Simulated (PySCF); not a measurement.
## Predicted spectroscopic data

- GFN2-xTB geometry
- PBE0/pcSseg-1 with gauge-including orbitals
- program: PySCF 2.14
- one conformer, relativity neglected, gas phase, fast rotation and ring inversion assumed for equivalent nuclei

δ = σ(ref) − σ, references computed at the same level: ¹H and ¹³C vs TMS. Where no couplings were computed, multiplicities follow the n + 1 count of equivalent neighbours, and m marks all less simple cases (inequivalent or close neighbours, rings, F or P nearby). Shifts are as computed. Against solution values, carbons near 30 ppm lie about +3 ppm off and those near 130 ppm about +5 ppm. Of 1309 compounds with measured shifts, 239 miss one by over three times the rms of a fit or turn the order of signals round; such compounds aren't used in these exercises. OH and NH positions are gas-phase values without hydrogen bonding to other molecules.

Compound 1 (C₅H₉NO₃Si). ¹H NMR (400 MHz, computed): δ 8.22 (s, 1H), 5.13 (s, 3H), 4.07 (t, 2H), 3.48 (br s, 1H), 2.91 (t, 2H). ¹³C{¹H} NMR (computed): δ 163.9, 147.3, 145.5, 65.5, 29.7. Structure: SMILES OCCc1nocc1O[SiH3].

Compound 2 (C₆H₁₄OSi₂). ¹H NMR (400 MHz, computed): δ 6.90 (br s, 1H), 6.73 (br s, 1H), 4.28 (m, 1H), 3.44 (m, 1H), 3.36 (m, 1H), 0.10 (s, 9H). ¹³C{¹H} NMR (computed): δ 149.6, 136.8, 54.1, 1.2. Structure: `C=C1[SiH2][C@H]1O[Si](C)(C)C`.
